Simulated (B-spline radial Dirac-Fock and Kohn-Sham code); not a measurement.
**X-ray scattering factor of Co²¹⁺**

System: Co²¹⁺ in the configuration 1s2 2s2 2p2.

The computed values come from a radial B-spline solver: relativistic Hartree-Fock (Dirac-Fock) wave functions, averaged over the configuration. f₀ is the Fourier transform of the spherical electron density, S the Waller-Hartree incoherent function, and s = sin θ/λ. The electron scattering factor follows from the Mott-Bethe formula f_e = 0.023934 Å⁻¹·(Z − f₀)/s².

```
s (Å⁻¹)     f₀      S  f_e (Å)
      0  6.000  0.000        –
   0.05  5.996  0.007  201.088
    0.1  5.982  0.026   50.304
   0.15  5.960  0.059   22.381
    0.2  5.929  0.104   12.608
   0.25  5.890  0.162    8.084
    0.3  5.842  0.231    5.627
   0.35  5.787  0.311    4.145
    0.4  5.724  0.401    3.183
   0.45  5.654  0.500    2.523
    0.5  5.577  0.607    2.051
    0.6  5.405  0.843    1.436
    0.7  5.213  1.100    1.064
    0.8  5.004  1.370    0.823
    0.9  4.782  1.645    0.656
      1  4.553  1.919    0.537
    1.1  4.321  2.186    0.449
    1.2  4.088  2.442    0.381
    1.4  3.636  2.906    0.285
    1.6  3.219  3.297    0.222
    1.8  2.848  3.617    0.178
      2  2.529  3.873    0.146
    2.5  1.953  4.312    0.096
      3  1.617  4.593    0.068
    3.5  1.419  4.810    0.050
      4  1.285  4.998    0.038
      5  1.077  5.317    0.025
      6  0.887  5.557    0.017
```

f₀ starts at the number of electrons, 6, and has fallen to half at s ≈ 1.72 Å⁻¹. The sum of ⟨r²⟩ over the electrons is 0.2426 bohr². For an ion f_e diverges as s goes to zero, because of the net charge.
